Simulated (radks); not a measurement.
The iridium ion Ir55+, configuration [Ar] 3d4.

All-electron calculation, scalar-relativistic Kohn-Sham, SCAN, spin-polarised, spherical densities, finite nucleus; open shells are filled with parallel spins first (spin-orbit coupling, left out, can overturn this in heavy ions); meta-GGA in the generalised Kohn-Sham scheme; Fermi nuclear charge, rms radius 5.4032 fm. Program: a radial shooting solver on a logarithmic mesh with Libxc functionals.

Energy parts (hartree):
total: -14977.3766
kinetic: 16921.7671
electron-nucleus: -33722.5659
Hartree: 2035.8821
exchange-correlation: -212.4600

Orbitals (lengths in bohr, moments of r in powers of bohr; r(90%) holds 90 % of the orbital's charge):
orbital  occ.  eigenvalue (hartree)      <r>  r(90%)       <r^4>
1s up       1             -2936.225  0.01744  0.0318   4.813e-07
1s down     1             -2936.193  0.01744  0.0318   4.811e-07
2s up       1             -624.1674  0.07320   0.113  0.00006918
2s down     1             -623.1302  0.07311   0.113  0.00006887
2p up       3             -560.1359  0.06581   0.107  0.00005497
2p down     3             -559.2964  0.06571   0.107  0.00005463
3s up       1             -234.4173   0.1813   0.264    0.002069
3s down     1             -233.2426   0.1818   0.265    0.002090
3p up       3             -215.4066   0.1799   0.267    0.002130
3p down     3             -214.2080   0.1804   0.268    0.002155
3d up       4             -197.2646   0.1603   0.245    0.001473

The highest occupied level is 3d up at -5367.8 eV. For comparison, the ionisation energy in NIST's Atomic Spectra Database is 5466 eV (theoretical). In exact Kohn-Sham theory the highest level is minus the ionisation energy, but local and semilocal functionals leave it too shallow, through self-interaction and a potential that decays too fast; potentials with the right tail come closer. The spin density at the nucleus is -85.6 e/bohr^3 (1s -23.9, 2s -336.1, 3s 274.4). Spin moment in Bohr magnetons: 4.

Empty levels of this run are not shown, since the potential may be unsettled where no density lies.
